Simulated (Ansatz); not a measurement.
Basis sets compared for [closo-B5H5]2- (B5H5²⁻). Total charge -2; singlet. Geometry PBE0-D4/def2-SVPD. Ansatz on 4 threads of Intel Xeon on a shared host; times are rough, and most runs start from earlier orbitals.

```xyz
10

B    -0.897    0.533    0.138
B    -0.029   -1.007   -0.307
B    -0.034   -0.383    1.258
B     0.035    0.383   -1.258
B     0.926    0.473    0.169
H    -1.948    1.159    0.299
H    -0.063   -2.187   -0.667
H    -0.066   -0.739    2.429
H     0.066    0.740   -2.429
H     2.010    1.027    0.368
```

A multiply charged anion in the gas phase is held together partly by the finite basis. Removing one electron lowers the energy by 2.60 eV at PBE0-D4/def2-TZVPD, so it isn't bound. At HF/STO-3G, HF/6-31G, PBE-D4/def2-SVPD, PBE-D4/def2-TZVPD and others the highest occupied level of the charge -2 singlet lies above zero (up to 7.11 eV). By energy differences it is unbound by 2.60 eV (vertical, against the charge -1 doublet, at PBE0-D4/def2-TZVPD) and held by the finite basis.

```tsv
level	functions	energy (Eh)	HOMO (eV)	LUMO (eV)	wall time
HF/STO-3G	30	-124.2589	7.11	22.45	0.31 s
HF/6-31G	55	-126.0001	3.15	15.35	0.61 s
PBE-D4/def2-SVPD	140	-126.8486	5.16	7.43	2.2 s
PBE0-D4/def2-SVPD	140	-126.8786	4.29	7.92	3.3 s
```

(1) Estimate the rows for PBE-D4/def2-TZVPD, PBE0-D4/def2-TZVPD.

## Answers

(1) 
```tsv
level	functions	energy (Eh)	HOMO (eV)	LUMO (eV)	wall time
PBE-D4/def2-TZVPD	230	-126.9746	5.02	6.14	5.5 s
PBE0-D4/def2-TZVPD	230	-127.0022	4.20	6.50	6.5 s
```
